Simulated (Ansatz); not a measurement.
Mulliken charges of H5OSiSn (`[SiH3][O][SnH2]`) radical from r2SCAN/def2-TZVPP in Ansatz (PBE0-D4/def2-TZVP geometry).

```csv
atom,x (Å),y (Å),z (Å),charge (e)
Si1,-0.738,1.075,-0.481,0.473
O2,0.587,0.306,0.079,-0.604
Sn3,0.956,-1.332,1.108,0.636
H4,-1.878,0.128,-0.659,-0.095
H5,-0.425,1.696,-1.795,-0.089
H6,-1.174,2.142,0.462,-0.097
H7,2.665,-1.489,0.951,-0.112
H8,0.097,-2.584,0.279,-0.112
```

Question: By hand: the dipole of these point charges (1 e Å = 4.8032 D).

Answer: Σ q r = (-0.075, -0.438, 0.469) e Å, of length 0.646 e Å = 3.10 D.

Question: How does the dipole of the full density compare? (Best estimate.)

Answer: The calculation gave: (0.055, -0.290, 0.240) e Å, 1.83 D; the point charges give 1.69 times that, at 17° from its direction.

Point charges leave out the atoms' own dipoles, such as those of lone pairs, and Mulliken's split depends on the basis, so the two needn't agree.
